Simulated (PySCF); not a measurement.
Compound: C7H7F3.
Cartesian coordinates in Å at the PBE0-D3(BJ)/def2-SVP level; atoms count from 1:
```
atom  x, y, z in Å
F1     3.2028    0.6558    0.1062
C2     2.6570   -0.4954    0.4310
F3     3.5507   -1.3677    0.8227
C4     1.3473   -0.7316    0.3653
F5     0.9127   -1.9466    0.7252
C6     0.3003    0.2282   -0.0600
C7    -0.5345   -0.2593   -1.2698
C8    -1.9031    0.2840   -0.9795
C9    -2.0130    0.7181    0.2792
C10   -0.7369    0.5389    1.0480
H11    0.8032    1.1656   -0.3388
H12   -0.1134    0.0901   -2.2261
H13   -0.5579   -1.3632   -1.3213
H14   -2.7146    0.2725   -1.7111
H15   -2.9276    1.1132    0.7281
H16   -0.4495    1.4209    1.6423
H17   -0.8267   -0.3033    1.7583
```

Level of theory: TDDFT CAM-B3LYP/def2-SVPD, vertical, gas phase, core orbitals frozen in the response in PySCF.

Transition dipole moments from the ground state, in atomic units and in the frame of the coordinates above (overall signs are arbitrary), for the states with f of 0.002 or more among the lowest 6:

```
state  E (eV)      μx      μy      μz
   S1   6.491  -0.017   0.066   0.192
   S2   6.829   0.073   0.179  -0.035
   S3   6.978   0.093  -0.373  -1.100
   S4   7.225   0.011   0.042   0.133
   S5   7.414  -0.478   0.073  -0.065
   S6   7.576  -0.109  -0.172   0.043
```

Problem. Work out the oscillator strengths.

Solution. f = (2/3) ΔE |μ|² with ΔE in hartree (27.2114 eV).

| state | \|μ\|² (au) | \|μ\| (D) | f |
| --- | --- | --- | --- |
| S1 | 0.042 | 0.52 | 0.007 |
| S2 | 0.039 | 0.50 | 0.006 |
| S3 | 1.359 | 2.96 | 0.232 |
| S4 | 0.019 | 0.35 | 0.003 |
| S5 | 0.238 | 1.24 | 0.043 |
| S6 | 0.043 | 0.53 | 0.008 |

Problem. Which bond between heavy atoms lies closest to the direction of the S3 transition dipole?

Solution. C8–C9, at 0° from it; next C6–C7 and C6–C10 at 37°.

Problem. What angle do the transition dipoles of S3 and S5 make?

Solution. |cos θ| = |μa·μb| / (|μa| |μb|) = 0.00, so θ ≈ 90° (taken between 0 and 90°, since the signs are arbitrary).

Problem. How is the summed strength of these states shared among x, y and z?

Solution. (2/3) Σ ΔE μα² gives 0.046 for x, 0.037 for y and 0.217 for z, 0.300 in all.

Problem. What peak molar absorption coefficient would the strongest computed level give as a lone Gaussian band 0.4 eV wide at half height?

Solution. ε(max) = 2.175×10⁸ f / FWHM, with the width in cm⁻¹. S3: 2.175×10⁸ × 0.2323 / 3226 ≈ 16000 L mol⁻¹ cm⁻¹.

One conformer stands for the species.
